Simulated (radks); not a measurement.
Problem. These are the eigenvalues of the occupied orbitals of an atom or ion with whole-number occupations (hartree). Calculated with a radial shooting solver on a logarithmic mesh with Libxc functionals: scalar-relativistic Kohn-Sham, PBE, spin-polarised, spherical densities, point nucleus.

orbital  eigenvalue
1s        -1424.994
2s        -227.5717
2p        -204.0448
3s        -49.35268
3p        -41.84109
3d        -31.05301
4s        -10.64986
4p         -8.20691
4d         -4.67241
5s         -2.26616
5p         -1.64429

Which element is it, and in what charge state? The configuration may be excited. Open shells, if any, are filled with parallel spins first.

Solution. Z = 57, lanthanum, charge +3: La3+ in [Xe]. The list shows which subshells hold electrons but not how many an open one holds; the 1s level, -1425 hartree, gives Z - s = 53.4 by -(Z - s)^2/2, which with screening and relativity narrows Z to a few neighbours, and the depths of the outer levels then fix element, charge and occupations together.
